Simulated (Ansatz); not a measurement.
Several settings on one geometry of the cluster Be4 (the lowest singlet isomer of a short search) (that of the charge 0 singlet, B3LYP/def2-TZVP). Ansatz on 4 threads of Arm Neoverse V1 on a shared host; times are rough.

Cartesian coordinates in Å:
```
Be 0.721 -0.999 -0.230
Be -0.889 -0.308 0.827
Be -0.535 0.383 -1.066
Be 0.704 0.924 0.469
```

Totals from different functionals, basis sets or treatments of relativity can't be compared as stabilities.

DK, ANO-RCC and x2c sets are all-electron and run with scalar relativity unless a key says otherwise.

The spins typed aren't always the lowest for that charge.

(1) Give the basis size and estimate the energy, ⟨S²⟩ and time of these runs.

| run | method | charge | state | further keys |
| --- | --- | --- | --- | --- |
| 1 | UKS r2SCAN50/x2c-TZVPPall | 1 | doublet | scf: {lower_state_search: light}; forces asked |
| 2 | RKS B97/6-31G | 0 | singlet | – |
| 3 | UKS PBE/def2-mTZVPP | 0 | triplet | scf: {lower_state_search: off} |

## Answers

(1) 
```csv
run,functions,energy (Eh),⟨S²⟩,wall time
1,76,-58.5015,0.78,4.5 s
2,36,-58.7983,–,0.5 s
3,44,-58.6516,2.03,0.4 s
```
